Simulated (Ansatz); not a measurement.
Reaction (isomerisation): `OC1BC=C1` → `BC1=CCO1`

Isolated molecules relaxed with PBE0-D4/def2-TZVP in Ansatz; ΔE leaves out vibrations. CCSD(T)/CBS adds triple-zeta CCSD(T) − MP2 to the extrapolated MP2 energy (def2 sets, frozen cores). Functionals use def2-TZVPP. B3LYP here is the variant with VWN-RPA as its local correlation; programs differ in this. One conformer a species, not always the lowest.

`OC1BC=C1`:

Cartesian coordinates in Å:
```
O -0.247 -0.334 1.855
C -0.445 0.242 0.594
B 0.827 0.799 -0.195
C 0.384 0.186 -1.486
C -0.254 -0.637 -0.611
H -1.099 -0.525 2.252
H -1.343 0.855 0.527
H 1.900 1.115 0.216
H 0.680 0.017 -2.509
H -0.403 -1.717 -0.643
```

`BC1=CCO1`:

Cartesian coordinates in Å:
```
B 0.063 -1.495 1.247
C 0.044 -0.374 0.218
C -0.329 0.926 0.183
C 0.099 0.947 -1.245
O 0.471 -0.446 -1.113
H 0.468 -2.582 0.971
H -0.344 -1.247 2.342
H -0.750 1.629 0.883
H 0.966 1.566 -1.491
H -0.687 1.077 -1.994
```

CCSD(T)/CBS gives +69.3 kJ/mol.

Another level gave +61.6 kJ/mol. Which?
A. CCSD/def2-TZVPP
B. ωB97M-V/def2-TZVPP
C. B3LYP-D4/def2-TZVPP
D. CAM-B3LYP-D4/def2-TZVPP

D. CAM-B3LYP-D4 61.6, ωB97M-V 72.5, CCSD/def2-TZVPP 66.1, B3LYP-D4 56.3 kJ/mol.

Largest T1 diagnostic among the species: 0.014.

In def2-TZVPP, CCSD(T) changes the Hartree–Fock value by +3.1 kJ/mol (the triples alone add −1.7 kJ/mol) and MP2 by +11.4 kJ/mol. From BLYP to BHLYP (50 % exact exchange), in def2-TZVPP and without D4, ΔE moves by +17.8 kJ/mol. At CCSD(T), def2-SVP lies −4.6 kJ/mol from the extrapolated value and def2-TZVPP −4.9 kJ/mol.
